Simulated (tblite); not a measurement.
Start geometry of `C=C/C(=C\CC)C(=O)F` from a force field or distance geometry (Å):
```
atom  x, y, z in Å
C1    -1.7571    0.2000    1.9396
C2    -0.9946   -0.1731    0.9499
C3    -0.7105    0.5533   -0.2570
C4     0.0935    0.0857   -1.2164
C5     0.7978   -1.2040   -1.1423
C6     2.2791   -0.8041   -1.2452
C7    -1.3045    1.8749   -0.5668
O8    -2.0853    2.4742    0.2191
F9    -1.0215    2.5326   -1.7256
H10   -1.8719   -0.4742    2.8096
H11   -2.3297    1.1091    2.0066
H12   -0.5086   -1.1625    1.1007
H13    0.2622    0.6809   -2.1124
H14    0.5783   -1.8544   -2.0335
H15    0.7181   -1.7962   -0.2605
H16    2.9448   -1.6739   -1.3416
H17    2.4190   -0.1151   -2.0945
H18    2.4823   -0.2469   -0.3060
```

Q: What comes out of this run: tblite 0.8.0, GFN2-xTB geometry optimisation, gas phase?

A: 
```
atom  x, y, z in Å
C1    -1.8087    0.2295    1.9983
C2    -1.0279   -0.1637    0.9988
C3    -0.7557    0.5543   -0.2449
C4     0.0749    0.0908   -1.2052
C5     0.8711   -1.1645   -1.2172
C6     2.3666   -0.8346   -1.2604
C7    -1.4131    1.8487   -0.4614
O8    -2.1574    2.4692    0.2191
F9    -1.0757    2.4007   -1.6796
H10   -1.9259   -0.3890    2.8726
H11   -2.3486    1.1586    1.9901
H12   -0.5176   -1.1129    1.0869
H13    0.2287    0.7008   -2.0866
H14    0.6096   -1.7221   -2.1216
H15    0.6632   -1.7985   -0.3569
H16    2.9515   -1.7495   -1.3085
H17    2.6010   -0.2277   -2.1316
H18    2.6551   -0.2838   -0.3683
```

The energy falls by 58.9 kJ/mol over 54 L-BFGS steps, the largest force on an atom goes from 5.38 to 0.010 eV/Å, and the atoms move by 0.114 Å rms after alignment. The bond that changes most is C7=O8 (acyl halide carbon to carbonyl oxygen), which shortens by 0.075 Å. Bonds longer at the end by more than 0.005 Å: 6 of 17; shorter: 10. Among the angles that change most is C3–C7–F9, from 121.7° to 111.9°. Rotational constants go from 2163, 1160, 794.2 to 2240, 1108, 779.5 MHz. The orientation of the end geometry is arbitrary; only internal coordinates are fixed.

GFN2-xTB frequencies show an imaginary mode (50i cm⁻¹), so the point is no minimum at that level. 3 starts were optimised and ended at 0.00, 0.28 and 1.54 kcal/mol (GFN2-xTB); the lowest of these is shown.

All values are computed, not measured.
